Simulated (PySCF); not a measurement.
Gas-phase reaction: TiOCl2 + 2 HO2 ⇌ TiCl2(OH)2 + 3 O

Computed with PySCF and rigid-rotor harmonic-oscillator thermochemistry at 1 bar. S°(298 K) at PBE0/def2-TZVP differs from the NASA 1993 table for TiOCl2 (+10 J/mol/K); whether the harmonic model or the table's entry is off was not settled. † marks an energy on the PBE0/def2-TZVP geometry and frequencies; other levels use their own. MP2 freezes the core. Open shells (unrestricted): HO2 (multiplicity 2), O (multiplicity 3, electronic degeneracy 9); the rest are closed-shell singlets. Spin-orbit splitting is ignored; it lowers the true energy and changes the entropy of O. TiCl2(OH)2: computed as isolated molecules; such fragments, hydroxides, amides, oligomers or adducts are transient or little studied in the gas. MP2 isn't extrapolated to the basis-set limit; its ΔH°(298 K) is 259.7 kJ in def2-SVP and 310.1 kJ in def2-TZVPP. The harmonic model lacks anharmonicity and excited electronic states, which grow with temperature; levels with a mode under 35 cm⁻¹ are left out. Soft modes under 120 cm⁻¹ make the harmonic entropy rough for TiOCl2, TiCl2(OH)2.

| level | ΔE electronic, kJ | ΔH°(298 K), kJ | ΔS°(298 K), J/K | ΔG°(1600 K), kJ |
|---|---|---|---|---|
| BLYP/def2-TZVP† | 399 | 390 | 79 | 213 |
| HF/def2-TZVP† | -284 | -293 | 79 | -470 |
| MP2/def2-TZVPP† | 320 | 310 | 79 | 134 |
| PBE0/def2-TZVP | 312 | 303 | 79 | 126 |
| r2SCAN/def2-TZVP† | 323 | 313 | 79 | 137 |
| LDA/def2-TZVP† | 604 | 595 | 79 | 418 |
| ωB97M-V/def2-TZVP† | 305 | 295 | 79 | 118 |
ΔH° is lowest at HF/def2-TZVP† and highest at LDA/def2-TZVP†. No reference value is set beside these.
